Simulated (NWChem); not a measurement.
SiNH₃O, singlet; SMILES N[Si]O

```xyz
6

Si    -0.6591     0.0603     0.0000
O      0.4103     1.3490     0.0000
H      1.3631     1.2022     0.0000
N      0.4148    -1.2944     0.0000
H      1.4323    -1.2941     0.0000
H      0.0480    -2.2412     0.0000
```
Atoms are numbered in this order, from 1.

All runs: NWChem. Pople sets run with spherical d functions. Low-valent species are run as closed-shell singlets; no triplet was tried in these runs. Coordinates come from a PBE0/def2-SVP optimisation. B3LYP is NWChem's, with the RPA form of VWN correlation. Static field.

```json
[
 {"level": "PBE/6-31+G*", "isotropic polarisability (bohr³)": "44.9", "anisotropy (bohr³)": "12.2"},
 {"level": "B3LYP/6-31+G*", "isotropic polarisability (bohr³)": "___", "anisotropy (bohr³)": "___"},
 {"level": "CAM-B3LYP/6-31+G*", "isotropic polarisability (bohr³)": "41.7", "anisotropy (bohr³)": "9.7"}
]
```

Complete the blanks.


- B3LYP/6-31+G*, isotropic polarisability (bohr³): 43.0
- B3LYP/6-31+G*, anisotropy (bohr³): 10.8
